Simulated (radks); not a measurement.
The numbers below are computed, except where a source is named.
Q: These are the eigenvalues of the occupied orbitals of an atom or ion with whole-number occupations (eV). Level of theory: scalar-relativistic Kohn-Sham, r2SCAN, spin-polarised, spherical densities, finite nucleus; meta-GGA in the generalised Kohn-Sham scheme; Fermi nuclear charge, rms radius of each element as measured or else 0.836 A^(1/3) + 0.57 fm (a radial shooting solver on a logarithmic mesh with Libxc functionals).

1s down: -57450.97
1s up: -57450.97
2s up: -9680.864
2s down: -9680.823
2p up: -8560.073
2p down: -8560.035
3s up: -2184.904
3s down: -2183.170
3p up: -1842.254
3p down: -1840.517
3d up: -1412.795
3d down: -1411.444
4s up: -443.2872
4s down: -439.6077
4p up: -329.9223
4p down: -326.2757
4d up: -177.3680
4d down: -173.7332
5s up: -58.4076
5s down: -56.5650
5p up: -31.4264
5p down: -29.9299
4f up: -10.9388
4f down: -7.6011
6s up: -4.7494
6s down: -4.1604
5d up: -2.3682

Which element is it, and in what charge state? The configuration may be excited. Open shells, if any, are filled with parallel spins first.

A: Z = 68, erbium, charge 0: Er in [Xe] 4f11 5d1 6s2. The list shows which subshells hold electrons but not how many an open one holds; the 1s level, -2111.3 hartree, gives Z - s = 65.0 by -(Z - s)^2/2, which with screening and relativity narrows Z to a few neighbours, and the depths of the outer levels then fix element, charge and occupations together.
